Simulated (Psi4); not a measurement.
HCl₃HfO (SMILES [OH][Hf]([Cl])([Cl])[Cl]), singlet, at a GFN2-xTB geometry (such geometries of metal compounds can be far from the true shape) (core potentials on Hf). Base run: Psi4 with PBE0/def2-SV(P).

Geometry (Å):
```xyz
6

Hf    -0.1493     0.1403     0.0313
Cl     1.6800     1.1337    -0.8047
Cl     0.5624    -0.6793     1.9943
Cl    -0.6488    -1.6050    -1.2987
O     -1.7263     1.0760     0.0077
H     -2.5345     0.8480    -0.4627
```
Charge 0, spin multiplicity 1.
All else is at Psi4's defaults (density fitting).
Base energy -1503.66384 Eh.

Variants of this job, named by their change:

```csv
change,ΔE vs base (µEh),SCF cycles,grid points,basis functions
base,0.0,9,130107,95
diis_max_vecs = 3,0.0,11,130107,95
dft_radial_scheme = mura,13.6,9,132064,95
d_convergence = 1e-8,0.0,12,130107,95
scf_type = dfdirj+link,-48.1,9,130107,95
damping_percentage = 20,1.5,17,130107,95
ints_tolerance = 1e-8,0.0,9,130107,95
diis_max_vecs = 15,0.0,9,130107,95
guess = sadno,0.0,10,130107,95
d_convergence = 1e-10,0.0,15,130107,95
dft_spherical_points = 434,-5.6,9,186935,95
dft_radial_scheme = becke,5.5,9,114671,95
scf_type = cd,-394,9,130107,95
```
